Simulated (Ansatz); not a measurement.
Reaction (substitution at a C–S bond): `C=C(N)S` + `OBS` → `C=C(N)SBO` + H₂S

Program: Ansatz. Geometries: PBE0-D4/def2-TZVP. ΔE: electronic, gas phase. CCSD(T)/CBS adds triple-zeta CCSD(T) − MP2 to the extrapolated MP2 energy (def2 sets, frozen cores). This one scheme is used for every species. DFT in def2-TZVPP. B3LYP here is the variant with VWN-RPA as its local correlation; programs differ in this. Each species was taken in one conformer, which may not be the lowest.

(1) Is it downhill or uphill in electronic energy at CCSD(T)/CBS, and by how much? (Best estimate.)

(2) What do these levels give: PBE-D4, r2SCAN-D4, ωB97X-V, ωB97M-V, B2PLYP, r2SCAN, B3LYP, HF/def2-TZVPP, MP2/def2-TZVPP, SCS-MP2/def2-QZVPP, HF/CBS(def2), CCSD/CBS(def2)? (Best estimate.)

Largest T1 diagnostic among the species: 0.013.

Results:

(1) Computed: Downhill: ΔE = -22.2 kJ/mol.

(2) The calculation gave: PBE-D4 -21.6, r2SCAN-D4 -19.0, ωB97X-V -19.4, ωB97M-V -20.4, B2PLYP -17.6, r2SCAN -17.5, B3LYP -13.5, HF/def2-TZVPP -6.6, MP2/def2-TZVPP -23.6, SCS-MP2/def2-QZVPP -19.8, HF/CBS(def2) -6.0, CCSD/CBS(def2) -19.1 kJ/mol.

In def2-TZVPP, CCSD(T) changes the Hartree–Fock value by −16.8 kJ/mol (the triples alone add −3.2 kJ/mol) and MP2 by −17.1 kJ/mol. The D4 term adds −7.1 kJ/mol with B3LYP and −4.1 kJ/mol with PBE0; it sums over pairs of atoms, weighted by their polarisabilities, and B3LYP, whose exchange is more repulsive, gets the larger term.
